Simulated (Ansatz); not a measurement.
Ansatz (a program for electronic structure) job for C₃H₄N₂, SMILES c1n[nH]cc1 (connectivity only; charge and spin as stated), charge +1, multiplicity 2, PBE-D3(BJ)/def2-SVP. 

Ansatz 0.2 input:
```yaml
crystal:
  periodic: [false, false, false]
  atoms:
    - {symbol: C, position_ang: [1.09719083, 0.50787891, -0.00000000]}
    - {symbol: C, position_ang: [-0.16121804, 1.18137168, 0.00000000]}
    - {symbol: N, position_ang: [-1.15134478, 0.32493404, 0.00000000]}
    - {symbol: N, position_ang: [-0.56273108, -0.93958301, -0.00000000]}
    - {symbol: C, position_ang: [0.73912408, -0.90913489, 0.00000000]}
    - {symbol: H, position_ang: [2.10681315, 0.92553689, -0.00000000]}
    - {symbol: H, position_ang: [-0.35412222, 2.25594514, -0.00000000]}
    - {symbol: H, position_ang: [-1.17633619, -1.75831414, -0.00000000]}
    - {symbol: H, position_ang: [1.37159506, -1.80131932, 0.00000000]}
basis:
  gaussian:
    orbitals: def2-SVP
hamiltonian:
  xc: pbe
  dispersion: d3bj
total_charge: 1
magnetization: {spin_polarized: true, initial_magnetization: 1}
relax: {f_tol: 0.002, max_steps: 200}
```

Output:

```
WARN ansatz: RAYON_NUM_THREADS=1 ignored (pool sized by the plan → 1); use --threads N
Functional definition: PBE
integrals: 0.03 GiB planned
1050 factors; their error is unknown
mean field: 0.28 GiB planned
mean field evaluation 1: about -6124.6006 eV, gradient 4.3e1 eV
mean field evaluation 2: about -6106.6945 eV, gradient 7.2e1 eV
mean field evaluation 4: about -6134.1604 eV, gradient 6.2e0 eV
mean field evaluation 8: about -6134.3840 eV, gradient 2.9e-1 eV
mean field evaluation 16: about -6134.3075 eV, gradient 2.1e-3 eV
mean field evaluation 32: about -6133.0645 eV, gradient 7.6e-3 eV
mean field evaluation 64: about -6133.0083 eV, gradient 8.3e0 eV
mean field -6134.30747468 eV, -225.4316417114 hartree, gradient 4.2e-5 eV, S^2 0.758452; 8 other end points of the search recorded, 0 dependent functions left out
the calculation of the forces begins
reference -6134.30750214 eV, -225.4316427205 hartree; 18, 17 occupied and 72, 73 virtual orbitals, 1050 factors
relax step   1: F+E_penalty+E_count = -6134.49064441 eV  Δ(F+E_penalty+E_count) = +0.000e0 eV  max|allowed force component| = 8.947e-1 eV/Å  Δτ_max = 0.0000 Å  (245 SCF iters, accepted)
these checks for a lower state are left out or cut short: starts, cluster_reference, orbital_swaps, neighbouring_geometries, increment
integrals: 0.03 GiB planned
1050 factors; their error is unknown
mean field: 0.28 GiB planned
mean field -6134.32373745 eV, -225.4322393572 hartree, gradient 1.4e-5 eV, S^2 0.758923; 0 other end points of the search recorded, 0 dependent functions left out
the calculation of the forces begins
reference -6134.32376488 eV, -225.4322403653 hartree; 18, 17 occupied and 72, 73 virtual orbitals, 1050 factors
relax step   2: F+E_penalty+E_count = -6134.50680742 eV  Δ(F+E_penalty+E_count) = -1.616e-2 eV  max|allowed force component| = 3.596e-1 eV/Å  Δτ_max = 0.0113 Å  (43 SCF iters, accepted)
these checks for a lower state are left out or cut short: starts, cluster_reference, orbital_swaps, neighbouring_geometries, increment
integrals: 0.03 GiB planned
1050 factors; their error is unknown
mean field: 0.28 GiB planned
mean field -6134.32633219 eV, -225.4323347122 hartree, gradient 1.3e-5 eV, S^2 0.759277; 0 other end points of the search recorded, 0 dependent functions left out
the calculation of the forces begins
reference -6134.32635961 eV, -225.4323357199 hartree; 18, 17 occupied and 72, 73 virtual orbitals, 1050 factors
relax step   3: F+E_penalty+E_count = -6134.50936337 eV  Δ(F+E_penalty+E_count) = -2.556e-3 eV  max|allowed force component| = 9.920e-2 eV/Å  Δτ_max = 0.0059 Å  (43 SCF iters, accepted)
these checks for a lower state are left out or cut short: starts, cluster_reference, orbital_swaps, neighbouring_geometries, increment
integrals: 0.03 GiB planned
1050 factors; their error is unknown
mean field: 0.28 GiB planned
mean field evaluation 96: about -6134.4031 eV, gradient 3.5e-1 eV
mean field -6134.32642811 eV, -225.4323382371 hartree, gradient 1.9e-5 eV, S^2 0.759450; 0 other end points of the search recorded, 0 dependent functions left out
the calculation of the forces begins
reference -6134.32645554 eV, -225.4323392452 hartree; 18, 17 occupied and 72, 73 virtual orbitals, 1050 factors
relax step   4: F+E_penalty+E_count = -6134.50945310 eV  Δ(F+E_penalty+E_count) = -8.972e-5 eV  max|allowed force component| = 5.708e-2 eV/Å  Δτ_max = 0.0042 Å  (42 SCF iters, accepted)
these checks for a lower state are left out or cut short: starts, cluster_reference, orbital_swaps, neighbouring_geometries, increment
integrals: 0.03 GiB planned
1050 factors; their error is unknown
mean field: 0.28 GiB planned
mean field -6134.32654300 eV, -225.4323424593 hartree, gradient 2.7e-5 eV, S^2 0.759479; 0 other end points of the search recorded, 0 dependent functions left out
the calculation of the forces begins
reference -6134.32657043 eV, -225.4323434674 hartree; 18, 17 occupied and 72, 73 virtual orbitals, 1050 factors
relax step   5: F+E_penalty+E_count = -6134.50957706 eV  Δ(F+E_penalty+E_count) = -1.240e-4 eV  max|allowed force component| = 1.359e-2 eV/Å  Δτ_max = 0.0031 Å  (32 SCF iters, accepted)
these checks for a lower state are left out or cut short: starts, cluster_reference, orbital_swaps, neighbouring_geometries, increment
integrals: 0.03 GiB planned
1050 factors; their error is unknown
mean field: 0.28 GiB planned
mean field -6134.32654474 eV, -225.4323425234 hartree, gradient 5.9e-5 eV, S^2 0.759501; 0 other end points of the search recorded, 0 dependent functions left out
the calculation of the forces begins
reference -6134.32657217 eV, -225.4323435314 hartree; 18, 17 occupied and 72, 73 virtual orbitals, 1050 factors
relax step   6: F+E_penalty+E_count = -6134.50957905 eV  Δ(F+E_penalty+E_count) = -1.985e-6 eV  max|allowed force component| = 9.686e-3 eV/Å  Δτ_max = 0.0013 Å  (28 SCF iters, accepted)
these checks for a lower state are left out or cut short: starts, cluster_reference, orbital_swaps, neighbouring_geometries, increment
integrals: 0.03 GiB planned
1050 factors; their error is unknown
mean field: 0.28 GiB planned
mean field -6134.32655086 eV, -225.4323427481 hartree, gradient 6.0e-5 eV, S^2 0.759512; 0 other end points of the search recorded, 0 dependent functions left out
the calculation of the forces begins
reference -6134.32657829 eV, -225.4323437561 hartree; 18, 17 occupied and 72, 73 virtual orbitals, 1050 factors
relax step   7: F+E_penalty+E_count = -6134.50958484 eV  Δ(F+E_penalty+E_count) = -5.794e-6 eV  max|allowed force component| = 6.115e-3 eV/Å  Δτ_max = 0.0009 Å  (28 SCF iters, accepted)
these checks for a lower state are left out or cut short: starts, cluster_reference, orbital_swaps, neighbouring_geometries, increment
integrals: 0.03 GiB planned
1050 factors; their error is unknown
mean field: 0.28 GiB planned
mean field -6134.32655226 eV, -225.4323427998 hartree, gradient 4.2e-5 eV, S^2 0.759533; 0 other end points of the search recorded, 0 dependent functions left out
the calculation of the forces begins
reference -6134.32657969 eV, -225.4323438078 hartree; 18, 17 occupied and 72, 73 virtual orbitals, 1050 factors
relax step   8: F+E_penalty+E_count = -6134.50958618 eV  Δ(F+E_penalty+E_count) = -1.341e-6 eV  max|allowed force component| = 2.407e-3 eV/Å  Δτ_max = 0.0002 Å  (29 SCF iters, accepted)
these checks for a lower state are left out or cut short: starts, cluster_reference, orbital_swaps, neighbouring_geometries, increment
integrals: 0.03 GiB planned
1050 factors; their error is unknown
mean field: 0.28 GiB planned
mean field evaluation 128: about -6134.3266 eV, gradient 2.6e-5 eV
mean field -6134.32655297 eV, -225.4323428257 hartree, gradient 3.7e-5 eV, S^2 0.759550; 0 other end points of the search recorded, 0 dependent functions left out
the calculation of the forces begins
reference -6134.32658040 eV, -225.4323438337 hartree; 18, 17 occupied and 72, 73 virtual orbitals, 1050 factors
relax step   9: F+E_penalty+E_count = -6134.50958583 eV  Δ(F+E_penalty+E_count) = +3.530e-7 eV  max|allowed force component| = 3.683e-3 eV/Å  Δτ_max = 0.0001 Å  (28 SCF iters, rejected (line search))
these checks for a lower state are left out or cut short: starts, cluster_reference, orbital_swaps, neighbouring_geometries, increment
integrals: 0.03 GiB planned
1050 factors; their error is unknown
mean field: 0.28 GiB planned
mean field -6134.32655278 eV, -225.4323428188 hartree, gradient 3.0e-5 eV, S^2 0.759543; 0 other end points of the search recorded, 0 dependent functions left out
the calculation of the forces begins
reference -6134.32658021 eV, -225.4323438268 hartree; 18, 17 occupied and 72, 73 virtual orbitals, 1050 factors
relax step  10: F+E_penalty+E_count = -6134.50958638 eV  Δ(F+E_penalty+E_count) = -1.940e-7 eV  max|allowed force component| = 3.217e-4 eV/Å  Δτ_max = 0.0001 Å  (27 SCF iters, accepted)
integrals: 0.03 GiB planned
1050 factors; their error is unknown
mean field: 0.28 GiB planned
mean field evaluation 160: about -6134.3266 eV, gradient 9.2e-6 eV
mean field evaluation 192: about -6134.1128 eV, gradient 1.9e0 eV
mean field -6134.32655278 eV, -225.4323428188 hartree, gradient 3.0e-5 eV, S^2 0.759543; 9 other end points of the search recorded, 0 dependent functions left out
the calculation of the forces begins
reference -6134.32658021 eV, -225.4323438268 hartree; 18, 17 occupied and 72, 73 virtual orbitals, 1050 factors
Total energy: -6134.50961381 eV, -225.4390701874 hartree
Atom 0 at     1.099650     0.512520     0.000000 Å, force    -0.000033     0.000291     0.000000 eV/Å
Atom 1 at    -0.157477     1.186878     0.000000 Å, force     0.000144    -0.000074    -0.000000 eV/Å
Atom 2 at    -1.166938     0.328473    -0.000000 Å, force     0.000322    -0.000294     0.000000 eV/Å
Atom 3 at    -0.568730    -0.947190     0.000000 Å, force    -0.000131    -0.000066     0.000000 eV/Å
Atom 4 at     0.744075    -0.913554     0.000000 Å, force    -0.000158    -0.000000    -0.000000 eV/Å
Atom 5 at     2.116526     0.931243    -0.000000 Å, force     0.000064     0.000085     0.000000 eV/Å
Atom 6 at    -0.353187     2.268451    -0.000000 Å, force     0.000016    -0.000020    -0.000000 eV/Å
Atom 7 at    -1.189079    -1.770564    -0.000000 Å, force    -0.000177    -0.000005     0.000000 eV/Å
Atom 8 at     1.384130    -1.808943    -0.000000 Å, force    -0.000047     0.000083     0.000000 eV/Å
Dipole moment:     0.506456    -0.398959     0.000000 e Å
```

The run converged.
